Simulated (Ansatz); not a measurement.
Program: Ansatz. Geometries: PBE0-D4/def2-TZVP. ΔE: electronic, gas phase. CBS: MP2 limit from def2 TZ/QZ plus the TZ coupled-cluster correction, frozen cores. This one scheme is used for every species. DFT in def2-TZVPP. B3LYP here is the variant with VWN-RPA as its local correlation; programs differ in this. HSE06 is defined as in plane-wave codes. def2 core potentials past Kr. For Sn outer-core shells are correlated without core-valence functions, which leaves a few kJ/mol of doubt a bond.

Consider the ligand exchange at the Sn–O bond: `[OH][SnH3]` + `N[SiH3]` → `[SiH3][NH][SnH3]` + H₂O.

`[OH][SnH3]`:

Cartesian coordinates in Å:
```
O 1.149 0.843 -0.473
Sn -0.464 -0.170 0.030
H 1.933 0.570 0.008
H -0.754 0.066 1.698
H -0.193 -1.823 -0.312
H -1.670 0.514 -0.950
```

`N[SiH3]`:

```xyz
7

N    -0.769    0.733   -0.096
Si    0.431   -0.473    0.160
H    -1.509    0.567   -0.758
H    -0.505    1.706   -0.094
H    -0.264   -1.767    0.383
H     1.402   -0.676   -0.957
H     1.215   -0.090    1.362
```

`[SiH3][NH][SnH3]`:

```xyz
10

Si   -1.537   -0.071   -0.591
N     0.170    0.015   -0.706
Sn    1.487    0.090    0.832
H    -2.217    0.939   -1.452
H    -1.880    0.197    0.833
H    -2.103   -1.401   -0.961
H     0.593   -0.109   -1.613
H     3.009    0.383    0.120
H     1.480   -1.398    1.674
H     0.999    1.355    1.863
```

H₂O:

```xyz
3

O    -0.078    0.343   -0.168
H     0.426    0.186    0.634
H    -0.348   -0.528   -0.467
```

```
             level  ΔE (kJ/mol)  difference from CCSD(T)/CBS
           BLYP-D4         16.1                         11.0
            B97M-V         18.0                         12.9
           PBE0-D4          9.3                          4.2
          B3LYP-D4         13.0                          7.9
          HSE06-D4          9.2                          4.1
           ωB97X-V         13.5                          8.4
            revPBE         20.9                         15.8
           LC-ωPBE         14.8                          9.7
RPA@PBE/def2-TZVPP          6.5                          1.4
       HF/def2-SVP         10.4                          5.3
  CCSD(T)/def2-SVP          5.4                          0.3
SCS-MP2/def2-TZVPP          7.8                          2.7
CCSD(T)/def2-TZVPP          5.5                          0.4
     HF/def2-QZVPP         16.8                         11.7
     MP2/CBS(def2)          3.5                         -1.6
    CCSD/CBS(def2)          6.2                          1.1
       CCSD(T)/CBS          5.1                            0
```

Largest T1 diagnostic among the species: 0.014.

Leaving LDA and LC-ωPBE aside and taking each functional with its dispersion term where it has one, the values, not all of them listed here, spread over 10.1 kJ/mol, from PBE-QIDH to B97M-V. LDA lies −6.6 kJ/mol from PBE without D4. From PBE to PBE0 (25 % exact exchange), in def2-TZVPP and without D4, ΔE moves by −4.7 kJ/mol.
